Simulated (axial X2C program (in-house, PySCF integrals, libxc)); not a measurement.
## Photoelectron levels of ZrP⁻ by EOM-IP-CCSD

Computed with an in-house all-electron X2C program for linear molecules (integrals from PySCF): two-component X2C with atomic mean-field Coulomb and Gaunt terms, Gaussian nuclei, basis Zr dyall-acv3z, P dyall-av3z with contracted cores.

R = 2.197 Å (near the PBE0 minimum at charge -1 of the determinant lowest at the starting distance; the state shown can have its own minimum elsewhere).

Hartree–Fock spinors of ZrP⁻ (one of each Kramers pair; a window near the gap, which can cut inner shells):

```json
{"ω": "1/2", "occupied": "yes", "ε (eV)": "-13.59", "character": "60% P s, 16% Zr d, 12% Zr p"}
{"ω": "1/2", "occupied": "yes", "ε (eV)": "-3.68", "character": "57% P p, 28% Zr d, 4% P s"}
{"ω": "1/2", "occupied": "yes", "ε (eV)": "-3.13", "character": "51% P p, 34% Zr d, 7% Zr p"}
{"ω": "3/2", "occupied": "yes", "ε (eV)": "-3.08", "character": "51% P p, 34% Zr d, 7% Zr p"}
{"ω": "1/2", "occupied": "yes", "ε (eV)": "-1.76", "character": "57% Zr s, 13% Zr p, 13% Zr d"}
{"ω": "1/2", "occupied": "no", "ε (eV)": "1.92", "character": "97% Zr p"}
{"ω": "3/2", "occupied": "no", "ε (eV)": "1.96", "character": "100% Zr p"}
{"ω": "1/2", "occupied": "no", "ε (eV)": "1.96", "character": "100% Zr p"}
{"ω": "1/2", "occupied": "no", "ε (eV)": "2.52", "character": "95% Zr s, 2% Zr p"}
{"ω": "1/2", "occupied": "no", "ε (eV)": "3.66", "character": "67% Zr p, 24% Zr d, 8% P p"}
{"ω": "3/2", "occupied": "no", "ε (eV)": "3.66", "character": "67% Zr p, 24% Zr d, 8% P p"}
```

Vertical detachment energies of ZrP⁻ to the states of ZrP:

```tsv
Ω of ZrP	vertical detachment energy (eV)	above lowest (cm⁻¹)	ionised spinor	one-hole weight
1/2	1.942	0	54% Zr sσ, 17% Zr dσ, 12% Zr pσ	0.95
3/2	3.042	8876	51% P pπ, 34% Zr dπ, 7% Zr pπ	0.90
1/2	3.078	9162	51% P pπ, 34% Zr dπ, 7% Zr pπ	0.90
1/2	3.224	10337	59% P pσ, 22% Zr dσ, 8% Zr sσ	0.91
```

Q: How far does the lowest EOM-IP-CCSD energy lie from the Koopmans value −ε of the highest filled spinor?

A: 1.942 eV against 1.76 eV, a shift of 0.18 eV: relaxation of the final state lowers the energy and the loss of correlation raises it.

Q: Take the first Ω = 1/2 and Ω = 3/2 rows of π character: how far apart are they, and which lies lower?

A: E(3/2) − E(1/2) = 8876 − 9162 = -286 cm⁻¹ at EOM-IP-CCSD: inverted, Ω = 3/2 lower. Splittings at this level can be off by ten to twenty per cent.

This point took 34 s on 1 thread of Arm Neoverse N1, on a shared host.

Reference electrons by ω block (each with its −ω partner): 1/2: 20, 3/2: 7, 5/2: 1. 18 electrons of ZrP⁻ correlated (inner shells frozen), 84 natural virtual spinors (a truncated set); levels can be off by some tenths of an eV. Roots sought by Ω: (1/2: 4, 3/2: 3, 5/2: 1); the list ends where they run out and leaves out roots under 60 % one-particle weight. The solver can skip a root, and states that need a further excitation, which the method places far too high, are missing though they may lie low or lowest. T1 of the reference 0.038 (Lee–Taylor). Number of frozen shells: Zr 3 s, 2 p, 1 d; P 2 s, 1 p. Large amplitudes in the reference (orbital relaxation or multireference character) lower the reliability.
